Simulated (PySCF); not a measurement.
## Excited states of P¹³⁺ (phosphorus, charge +13)

Ground state 1s2, ¹S. Calculation: PySCF 2.14, in an even-tempered Gaussian basis (18 s from 0.538 bohr⁻², ratio 2.5; 9 p from 0.66 bohr⁻², ratio 2.7; 7 d from 0.734 bohr⁻², ratio 2.7; 3 f from 58 bohr⁻², ratio 2.7); scalar relativity by spin-free X2C-1e. Vertical excitation energies in eV without spin-orbit coupling; excited terms of each kind are numbered among those the solver found.

```
 term  leading excitation     CIS
 1 3S              1s → s  2125.4
1 3P°              1s → p  2141.8
 1 1S              1s → s  2142.6
1 1P°              1s → p  2154.2
 2 3S              1s → s  2514.6
 2 1S              1s → s  2519.1
2 3P°              1s → p  2519.2
 1 3D              1s → d  2521.8
 1 1D              1s → d  2522.0
2 1P°              1s → p  2522.6
```

What does TDHF give for these terms?

1 3S 2125.3; 1 3P° 2141.8; 1 1S 2142.5; 1 1P° 2154.2; 2 3S 2514.6; 2 1S 2519.1; 2 3P° 2519.2; 1 3D 2521.8; 1 1D 2522.0; 2 1P° 2522.6 (eV).

Oscillator strength of the first ¹S → ¹P° line: CIS 0.760, TDHF 0.756.

Only the lower part of the computed list is shown. Doubly excited terms such as np² are absent. The solver can miss terms.
